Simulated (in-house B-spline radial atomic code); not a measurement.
## Binding energies in In+

NIST's tabulated ground configuration is [Kr] 4d10 5s2; each binding energy is the energy of the ion with one electron taken from that subshell, relaxed, less that of the parent. Computed with a B-spline radial code for spherical atoms: Dirac-Hartree-Fock, average of configuration, Fermi nucleus of rms radius 4.6156 fm. Energies include first-order Breit, QED and recoil terms.

```tsv
subshell	X-ray name	binding energy (eV)	-ε (eV)	relaxation (eV)
1s	K	27955.7	28110.5	65.0
2s	L1	4261	4305.0	34.9
2p1/2	L2	3955.7	4002.9	38.2
2p3/2	L3	3747.7	3791.0	37.1
3s	M1	845.7	862.0	14.8
3p1/2	M2	722.2	738.8	15.3
3p3/2	M3	683.7	699.4	14.8
3d3/2	M4	467.4	484.0	16.2
3d5/2	M5	459.9	476.0	16.0
4s	N1	147.2	151.9	4.4
4p1/2	N2	105.2	109.5	4.1
4p3/2	N3	98.59	102.55	3.88
4d3/2	N4	32.63	35.48	2.86
4d5/2	N5	31.78	34.52	2.77
5s	O1	17.02	17.30	0.26
```

Relaxation = -ε minus the binding energy without Breit, QED and recoil terms.

Emission lines follow as differences of binding energies, with λ = 12398.42 eV·Å / E:

```csv
line,holes,energy (eV),wavelength (Å)
K-L3,1s → 2p3/2,24208.0,0.51216
K-L2,1s → 2p1/2,24000.0,0.5166
K-M3,1s → 3p3/2,27272.0,0.45462
L3-M5,2p3/2 → 3d5/2,3287.8,3.771
L2-M4,2p1/2 → 3d3/2,3488.3,3.5543
L1-M3,2s → 3p3/2,3577.3,3.4659
L3-M1,2p3/2 → 3s,2902.0,4.2724
L2-N4,2p1/2 → 4d3/2,3923.1,3.1604
```

What screening constant σ does Moseley's law, E = (3/4)·13.6057 eV·(Z - σ)², need for K-L3?

σ = 0.29.

Moseley's non-relativistic formula needs a falling, then negative, screening constant for heavy elements, because relativity binds the 1s electron more strongly than the formula allows.

What does it cost to remove both a 3d5/2 and a 4p3/2 electron?

579.48 eV, which is 21.01 eV more than the two single binding energies together.

What does it cost to remove two 5s electrons?

43.611 eV, which is 9.573 eV more than the two single binding energies together.

What does it cost to remove both a 2p3/2 and a 4p1/2 electron?

3875.3 eV, which is 22.41 eV more than the two single binding energies together.
